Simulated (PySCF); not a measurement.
# Calculated NMR parameters of C[SiH2]C(=O)O[C@@H]1OCC1=O

| Quantity | Value |
| --- | --- |
| Formula | C5H8O4Si |
| SMILES | C[SiH2]C(=O)O[C@@H]1OCC1=O |
| Point group of the computed structure | C1 |
| Degrees of unsaturation | 3 |
| Carbon signals | 5 |
| Proton signals | 6 |

Atom-mapped SMILES (the numbers label the heavy atoms): `[CH3:1][SiH2:2][C:3](=[O:4])[O:5][C@@H:6]1[O:7][CH2:8][C:9]1=[O:10]`; H(Xn) means a hydrogen on atom n. Ha(C8) is cis to O5 on the ring; Ha(Si2) is pro-R; Hb(Si2) is pro-S; Hb(C8) is trans to O5 on the ring.

Theoretical values (PySCF 2.14.0 with density-fitted response routines): NMR shieldings at PBE0/pcSseg-1/GIAO, geometry from GFN2-xTB. Equivalent nuclei averaged, relativity neglected, a single conformation, no solvent model.

Referencing at the same level of theory: TMS for 1H (σref 31.72), 13C (σref 186.93), 29Si (σref 349.16); 17O (σref 336.08) against H2O.

| carbon | δC, type | δH (multiplicity) | HMBC from (2–3 bonds) | span of the C tensor (ppm) |
| --- | --- | --- | --- | --- |
| C1 | -7.9, CH3 | 0.47 (m) | Ha(Si2), Hb(Si2) | 7 |
| C3 | 187.0, C | – | H(C6), Ha(Si2), Hb(Si2), H(C1) | 188 |
| C6 | 107.3, CH | 7.86 (s) | Ha(C8), Hb(C8) | 104 |
| C8 | 90.8, CH2 | Ha(C8) 5.54 (m); Hb(C8) 5.35 (m) | H(C6) | 91 |
| C9 | 208.9, C | – | H(C6), Ha(C8), Hb(C8) | 185 |

Other nuclei:
```json
{"atoms": "Ha(Si2)", "nucleus": "1H", "environment": "hydrogen on a silicon bonded to 2 C", "δ (ppm)": "4.45", "σ (ppm)": "27.27"}
{"atoms": "Hb(Si2)", "nucleus": "1H", "environment": "hydrogen on a silicon bonded to 2 C", "δ (ppm)": "4.34", "σ (ppm)": "27.38"}
{"atoms": "Si2", "nucleus": "29Si", "environment": "silicon bonded to 2 C, 2 H", "δ (ppm)": "-52.3", "σ (ppm)": "401.4"}
{"atoms": "O10", "nucleus": "17O", "environment": "ketone oxygen", "δ (ppm)": "675.3", "σ (ppm)": "-339.3"}
{"atoms": "O4", "nucleus": "17O", "environment": "ester carbonyl oxygen", "δ (ppm)": "496.9", "σ (ppm)": "-160.8"}
{"atoms": "O5", "nucleus": "17O", "environment": "ester alkoxy oxygen", "δ (ppm)": "274.6", "σ (ppm)": "61.5"}
{"atoms": "O7", "nucleus": "17O", "environment": "ether oxygen", "δ (ppm)": "58.8", "σ (ppm)": "277.3"}
```

1. Carbon types of the structure: 2 × C, 1 × CH, 1 × CH2, 1 × CH3, leaving 2 H on heteroatoms.
2. δC 208.9: ketone carbonyl carbon; low-lying n→π* states of the double bond to the heteroatom give a large paramagnetic term (-277 ppm).
3. δC 187.0: carbonyl carbon.
4. δC 107.3: sp3 carbon bearing two oxygens; 2 electronegative neighbours deshield it.
5. δC 90.8: sp3 CH2 bonded to O, α to a carbonyl; deshielded by the electronegative neighbour.
6. δH 5.54, 5.35: hydrogen on an sp3 CH2 bonded to O, α to a carbonyl; its carbon carries O, an electronegative neighbour.

Shifts are as computed. Against solution values, carbons near 30 ppm lie about +3 ppm off and those near 130 ppm about +5 ppm. Of 1309 compounds with measured shifts, 239 miss one by over three times the rms of a fit or turn the order of signals round; such compounds aren't used in these exercises. Unscaled 17O shifts of doubly bonded oxygen tend to come out too high, by tens of ppm or more. Experimental scales use liquid or dissolved standards, which lie at an offset from isolated H2O (liquid H2O: subtract about 36 ppm). Multiplicities follow the n + 1 count of equivalent neighbours, as no J values were calculated; m marks all less simple cases, F and P coupling included.
